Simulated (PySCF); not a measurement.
C3H4BCl, SMILES C#CB(C)Cl, singlet, B3LYP/def2-SVP optimised geometry.

```
9

B      0.00     0.57     0.00
C     -0.70    -0.79     0.02
C     -1.27    -1.86     0.04
H     -1.78    -2.81     0.05
Cl     1.78     0.57     0.00
C     -0.79     1.92     0.00
H     -0.16     2.81    -0.15
H     -1.31     2.02     0.97
H     -1.59     1.90    -0.76
```

Density from B3LYP/def2-TZVP (PySCF) at that geometry.

Minimum of the electron density along straight lines between bonded atoms, close to the bond critical point (lines longer than 1.1 times the sum of covalent radii, or with two minima, are not listed):

```json
[
 {"bond": "B1–C2", "length / Å": "1.525", "ρ at the minimum / e bohr⁻³": "0.189", "∇²ρ there / e bohr⁻⁵": "(withheld)", "position (fraction from the first atom)": "0.33"},
 {"bond": "C2–C3", "length / Å": "1.219", "ρ at the minimum / e bohr⁻³": "(withheld)", "∇²ρ there / e bohr⁻⁵": "-1.23", "position (fraction from the first atom)": "0.48"},
 {"bond": "C3–H4", "length / Å": "1.075", "ρ at the minimum / e bohr⁻³": "0.286", "∇²ρ there / e bohr⁻⁵": "-1.06", "position (fraction from the first atom)": "0.67"},
 {"bond": "B1–Cl5", "length / Å": "1.775", "ρ at the minimum / e bohr⁻³": "0.144", "∇²ρ there / e bohr⁻⁵": "(withheld)", "position (fraction from the first atom)": "0.30"},
 {"bond": "B1–C6", "length / Å": "1.566", "ρ at the minimum / e bohr⁻³": "0.196", "∇²ρ there / e bohr⁻⁵": "-0.43", "position (fraction from the first atom)": "0.34"},
 {"bond": "C6–H7", "length / Å": "1.099", "ρ at the minimum / e bohr⁻³": "0.272", "∇²ρ there / e bohr⁻⁵": "-0.91", "position (fraction from the first atom)": "0.64"},
 {"bond": "C6–H8", "length / Å": "1.107", "ρ at the minimum / e bohr⁻³": "0.262", "∇²ρ there / e bohr⁻⁵": "-0.85", "position (fraction from the first atom)": "0.64"},
 {"bond": "C6–H9", "length / Å": "1.104", "ρ at the minimum / e bohr⁻³": "0.266", "∇²ρ there / e bohr⁻⁵": "-0.87", "position (fraction from the first atom)": "0.64"}
]
```

Question: Some entries are withheld; supply them.

Answer: 
- B1–C2, ∇²ρ there / e bohr⁻⁵: -0.07
- C2–C3, ρ at the minimum / e bohr⁻³: 0.414
- B1–Cl5, ∇²ρ there / e bohr⁻⁵: -0.03
